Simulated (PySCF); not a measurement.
C3H7BO3. Atoms are numbered in the order given.

```xyz
14

O      2.1454     0.0486     0.0336
B      0.8238    -0.2236    -0.0932
O      0.3049    -1.4846    -0.0224
C     -1.1261    -1.4226    -0.1695
C     -1.5277     0.0239     0.1516
C     -0.3214     0.8521    -0.3227
O     -0.2195     2.0792     0.3813
H      2.6794    -0.7415     0.1942
H     -1.5839    -2.1655     0.5007
H     -1.3851    -1.6977    -1.2074
H     -1.6168     0.1630     1.2418
H     -2.4892     0.3072    -0.3040
H     -0.4263     1.0373    -1.4173
H      0.7077     2.3490     0.3622
```
Charge 0, spin multiplicity 1.

The structure is a stationary point at B3LYP-D3(BJ)/def2-SVP. The structure was generated by enumeration; whether it is a known compound was not checked. The values are those of a single conformer.

Calculation: B3LYP-D3(BJ)/def2-SVP (PySCF 2.14.0).

Frequencies are harmonic and unscaled.

Computed harmonic wavenumbers and intensities:
```csv
mode,ν (cm⁻¹),IR (km/mol),moving atoms (share of kinetic energy)
1,116,4.0,"O 56 %, C 24 %, H 20 %"
2,180,15.3,"O 57 %, H 29 %, C 9 %"
3,221,5.2,"O 41 %, H 37 %, C 20 %"
4,262,87.7,"H 74 %, O 21 %"
5,354,9.3,"H 35 %, O 25 %, C 23 %, B 16 %"
6,427,22.0,"O 36 %, C 31 %, H 26 %"
7,521,1.2,"O 54 %, C 28 %, H 11 %"
8,559,90.3,"H 79 %, O 13 %"
9,638,5.9,"C 36 %, O 34 %, H 26 %"
10,653,50.5,"B 39 %, O 33 %, H 21 %"
11,766,5.9,"C 34 %, O 24 %, B 22 %, H 19 %"
12,864,5.8,"H 59 %, C 30 %"
13,931,80.3,"C 42 %, H 42 %, O 14 %"
14,960,72.0,"H 51 %, C 30 %, O 14 %"
15,990,29.2,"H 61 %, C 33 %"
16,1054,36.4,"C 46 %, H 42 %, O 10 %"
17,1084,12.4,"O 39 %, C 35 %, H 26 %"
18,1131,89.3,"C 48 %, O 30 %, H 19 %"
19,1179,6.3,"H 64 %, C 31 %"
20,1226,9.7,"H 79 %, C 10 %"
21,1242,7.3,"H 79 %, C 13 %"
22,1267,159.8,"H 64 %, B 17 %, C 11 %, O 8 %"
23,1294,1.7,"H 76 %, C 22 %"
24,1358,49.8,"H 60 %, C 29 %"
25,1364,7.5,"H 66 %, C 29 %"
26,1426,33.7,"H 41 %, B 28 %, C 21 %, O 11 %"
27,1473,4.9,"H 88 %, C 10 %"
28,1486,206.4,"H 46 %, B 37 %, O 10 %"
29,1518,197.2,"H 49 %, B 33 %, O 12 %"
30,2912,56.9,H 93 %
31,3031,50.3,H 94 %
32,3048,16.6,H 94 %
33,3099,25.9,"H 91 %, C 9 %"
34,3108,32.5,"H 90 %, C 10 %"
35,3817,36.6,H 94 %
36,3829,78.8,H 94 %
```
